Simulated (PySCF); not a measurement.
These compounds are isomers of formula C$_{9}$H$_{6}$FP.

A. SMILES c1(F)ccpc2ccccc12
B. `c1ccc2cpcc(F)c2c1`
C. `Fc1pccc2ccccc12`
D. SMILES FC1=CC2=CC=CC=C2P=C1

Spectrum 1. 13C{1H} NMR (computed): δ 214.4 (C), 151.8 (CH), 139.9 (C), 137.5 (CH), 136.2 (CH), 134.0 (CH), 133.1 (CH), 131.4 (C), 125.1 (CH).

Spectrum 2. 13C{1H} NMR (computed): δ 171.0 (C), 166.8 (CH), 142.7 (C), 134.0 (CH), 134.0 (CH), 133.0 (CH), 133.0 (CH), 129.2 (CH), 128.2 (C).

Spectrum 3. 13C{1H} NMR (computed): δ 170.5 (C), 157.6 (C), 156.0 (CH), 141.7 (C), 140.6 (CH), 136.7 (CH), 135.0 (CH), 128.9 (CH), 122.6 (CH).

Spectrum 4. 13C{1H} NMR (computed): δ 171.3 (C), 170.0 (CH), 162.7 (C), 140.4 (CH), 134.3 (CH), 130.7 (CH), 130.4 (C), 130.2 (CH), 120.6 (CH).

Theory: GFN2-xTB structure, shielding tensors at PBE0/pcSseg-1 (GIAO), in PySCF (non-relativistic, one conformer, fast rotation and ring inversion assumed for equivalent nuclei, gas phase).

Referencing at the same level of theory: 13C (σ = 186.93 ppm) vs TMS. Splittings of carbon signals by F and P are missing where no couplings were computed. Shifts are as computed. Against solution values, carbons near 30 ppm lie about +3 ppm off and those near 130 ppm about +5 ppm. Of 1211 compounds with measured shifts, 218 miss one by over three times the rms of a fit or turn the order of signals round; such compounds aren't used in these exercises.

Match each spectrum to its structure.

Answers

1–C, 2–B, 3–D, 4–A.

- Spectrum 1 (C): 9 13C signals; δC 214.4 is an aromatic carbon bearing fluorine; δC 137.5 is an aromatic CH.
- Spectrum 2 (B): 9 13C signals; δC 171.0 is an aromatic carbon bearing fluorine; δC 134.0 is an aromatic CH.
- Spectrum 3 (D): 9 13C signals; δC 170.5 is an aromatic carbon bearing fluorine; δC 136.7 is an aromatic CH.
- Spectrum 4 (A): 9 13C signals; δC 171.3 is an aromatic carbon bearing fluorine; δC 134.3 is an aromatic CH.
